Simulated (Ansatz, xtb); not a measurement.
# Two isomers of CH9GeSSi+

Structure I is `[CH3][GeH2][SH+][SiH3]`, a singlet and structure II is `C[SiH2][SH+][GeH3]`, a singlet. Both are isolated ions in the gas phase, relaxed with B3LYP/6-31G*; the shapes shown needn't be the lowest conformers.

I (Å):

```json
{"atom": "C", "x (Å)": "-0.4547", "y (Å)": "-1.0231", "z (Å)": "2.3805"}
{"atom": "Ge", "x (Å)": "1.1489", "y (Å)": "-1.2152", "z (Å)": "1.2893"}
{"atom": "S", "x (Å)": "0.7312", "y (Å)": "-2.9080", "z (Å)": "-0.3880"}
{"atom": "Si", "x (Å)": "-0.8700", "y (Å)": "-2.1320", "z (Å)": "-1.7919"}
{"atom": "H", "x (Å)": "-1.3075", "y (Å)": "-0.7020", "z (Å)": "1.7787"}
{"atom": "H", "x (Å)": "-0.2431", "y (Å)": "-0.2513", "z (Å)": "3.1289"}
{"atom": "H", "x (Å)": "-0.6846", "y (Å)": "-1.9571", "z (Å)": "2.8987"}
{"atom": "H", "x (Å)": "1.4945", "y (Å)": "-0.0612", "z (Å)": "0.3342"}
{"atom": "H", "x (Å)": "2.3725", "y (Å)": "-1.8682", "z (Å)": "1.9475"}
{"atom": "H", "x (Å)": "-0.0098", "y (Å)": "-3.7740", "z (Å)": "0.3400"}
{"atom": "H", "x (Å)": "-1.9182", "y (Å)": "-1.5199", "z (Å)": "-0.9521"}
{"atom": "H", "x (Å)": "-1.2986", "y (Å)": "-3.3467", "z (Å)": "-2.5071"}
{"atom": "H", "x (Å)": "-0.1016", "y (Å)": "-1.1651", "z (Å)": "-2.5952"}
```

II (Å):

```xyz
13

C     1.1992    3.2329   -0.1420
Ge   -1.5522   -1.1332    1.3363
S     0.3992    0.1388    0.8479
Si   -0.2993    2.2888    0.4326
H     0.9088    4.2813   -0.2907
H     1.5827    2.8575   -1.0964
H     2.0029    3.2099    0.6008
H    -1.3829    2.1171   -0.5574
H    -0.8120    2.6176    1.7776
H     0.6038   -0.2859   -0.4197
H    -2.5695   -0.6984    0.2745
H    -1.8372   -0.6558    2.7628
H    -1.0074   -2.5573    1.1978
```

Estimate E(II) − E(I) at the level CCSD(T)/def2-SVP + ΔMP2/def2-TZVPP.

Calculated at CCSD(T)/def2-SVP + ΔMP2/def2-TZVPP: E(II) − E(I) = −0.112 eV, so structure II lies lower.

The same difference at several levels:

```json
{"level": "GFN2-xTB", "geometry": "GFN2-xTB", "E(II) − E(I) (eV)": "+0.113", "departure from the last row (eV)": "+0.226", "job, with rough time for the two": "optimisation, 0.31 s"}
{"level": "HF/STO-3G", "geometry": "GFN2-xTB", "E(II) − E(I) (eV)": "−0.137", "departure from the last row (eV)": "−0.025", "job, with rough time for the two": "single point, 0.9 s"}
{"level": "r2SCAN-D4/def2-SVP", "geometry": "GFN2-xTB", "E(II) − E(I) (eV)": "−0.154", "departure from the last row (eV)": "−0.042", "job, with rough time for the two": "single point, 4.9 s"}
{"level": "B3LYP/6-31G*", "geometry": "B3LYP/6-31G*", "E(II) − E(I) (eV)": "−0.138", "departure from the last row (eV)": "−0.025", "job, with rough time for the two": "optimisation, 3.3 min"}
{"level": "HF/def2-SVP", "geometry": "B3LYP/6-31G*", "E(II) − E(I) (eV)": "−0.143", "departure from the last row (eV)": "−0.031", "job, with rough time for the two": "part of the CCSD(T) run"}
{"level": "MP2/def2-SVP", "geometry": "B3LYP/6-31G*", "E(II) − E(I) (eV)": "−0.140", "departure from the last row (eV)": "−0.027", "job, with rough time for the two": "part of the CCSD(T) run"}
{"level": "CCSD(T)/def2-SVP", "geometry": "B3LYP/6-31G*", "E(II) − E(I) (eV)": "−0.138", "departure from the last row (eV)": "−0.026", "job, with rough time for the two": "single point"}
{"level": "CCSD(T)/def2-SVP + ΔMP2/def2-TZVPP", "geometry": "B3LYP/6-31G*", "E(II) − E(I) (eV)": "−0.112", "departure from the last row (eV)": "", "job, with rough time for the two": "single point, 51 s"}
```

As drawn, II has 1 C–Si, 1 Ge–H in place of 1 C–Ge, 1 Si–H.

GFN2-xTB puts the two in the other order. The largest departure from CCSD(T)/def2-SVP + ΔMP2/def2-TZVPP is that of GFN2-xTB, 0.226 eV. The last row adds to CCSD(T) the change of the MP2 difference between the two basis sets, here +0.026 eV.

With harmonic frequencies from B3LYP/6-31G* (ideal gas, rigid rotor, one conformer each, 200 K, 1 atm): on the last row, ΔE + ΔZPE = −0.118 eV. A mode under 50 cm⁻¹ makes harmonic enthalpies and free energies unreliable, so none is given.

The correlated steps freeze 20 core orbitals; the filled d shell of Ge is correlated, in a basis made for valence electrons. Programs: Ansatz 0.2.0, xtb 6.7.1; the last row on 2 threads of Intel(R) Xeon(R) Platinum 8259CL CPU @ 2.50GHz (Skylake/Cascade Lake) on a shared host.
